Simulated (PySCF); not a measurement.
Compound: C2H11AlO2Si.
SMILES with atom numbers: `[CH3:1][O+:2]([AlH3-:3])[CH2:4][O:5][SiH3:6]` (hydrogens: H7, H8, H9 on C1; H10, H11, H12 on Al3; H13, H14 on C4; H15, H16, H17 on Si6)

Computed with TDDFT CAM-B3LYP/def2-SVPD, vertical, gas phase, core orbitals frozen in the response in PySCF. One conformer (not necessarily the lowest) at the PBE0-D3(BJ)/def2-SVP geometry, without solvent, vibrations or thermal averaging. Torsions of this conformer, `[CH3:1][O+:2]([AlH3-:3])[CH2:4][O:5][SiH3:6]`: C1–O2–C4–O5 66°, O2–C4–O5–Si6 81°.

| state | E (eV) | λ (nm) | f | main configurations (H = HOMO, L = LUMO) |
| --- | --- | --- | --- | --- |
| S1 | 6.54 | 189.7 | 0.011 | H→L+2 (45%), H→L (35%), H→L+1 (9%) |
| S2 | 6.77 | 183.1 | 0.016 | H-1→L+2 (43%), H-1→L (36%), H-1→L+1 (8%) |
| S3 | 7.29 | 170.1 | 0.068 | H→L (40%), H→L+1 (31%), H→L+2 (13%) |
| S4 | 7.40 | 167.5 | 0.030 | H→L+1 (37%), H→L+2 (18%), H-1→L+2 (16%) |
| S5 | 7.52 | 164.8 | 0.065 | H-1→L+1 (57%), H-1→L (20%) |
| S6 | 7.61 | 163.0 | 0.011 | H→L+6 (25%), H→L+7 (18%), H-1→L+6 (13%) |
| S7 | 7.81 | 158.8 | 0.0050 | H-2→L (60%), H-2→L+1 (11%), H-2→L+2 (9%) |
| S8 | 7.97 | 155.6 | 0.022 | H-1→L+2 (17%), H-1→L (17%), H-1→L+1 (13%) |
| S9 | 8.03 | 154.4 | 0.122 | H→L+3 (41%), H→L+7 (25%), H→L+6 (9%) |
| S10 | 8.19 | 151.4 | 0.058 | H→L+6 (31%), H-3→L (17%), H-1→L+3 (13%) |

Triplets (Tamm–Dancoff): T1 6.09 eV, H→L+2 (48%), H→L (27%), H→L+1 (8%); T2 6.28 eV, H-1→L+2 (46%), H-1→L (28%), H-1→L+5 (9%); T3 7.10 eV, H→L (36%), H→L+1 (18%), H→L+2 (13%); T4 7.17 eV, H→L+1 (38%).

The lowest singlet lies at 6.54 eV (190 nm, vacuum ultraviolet) and is weak; its leading configuration is HOMO→LUMO+2 (45%). The strongest level in the table is S9 at 8.03 eV (154 nm, f = 0.122). Löwdin shares by element: HOMO hydrogen 52% or more, aluminium 34%, oxygen 6% or more; LUMO silicon 22%, oxygen 10% or more, aluminium 10%, carbon 9% or more (atoms not listed hold the other 50%). Of the 10 states listed, 9 reach f = 0.01 and none stays under 0.0005. Weighted by f, the mean energy of these states is 7.69 eV. The oscillator strengths of these states sum to 0.408; summed over the whole spectrum of an exact calculation they would give the number of electrons, 66 (Thomas–Reiche–Kuhn). All these states lie below the vertical ionisation energy of 9.76 eV (ΔSCF). The window holds the lowest 10 singlets.
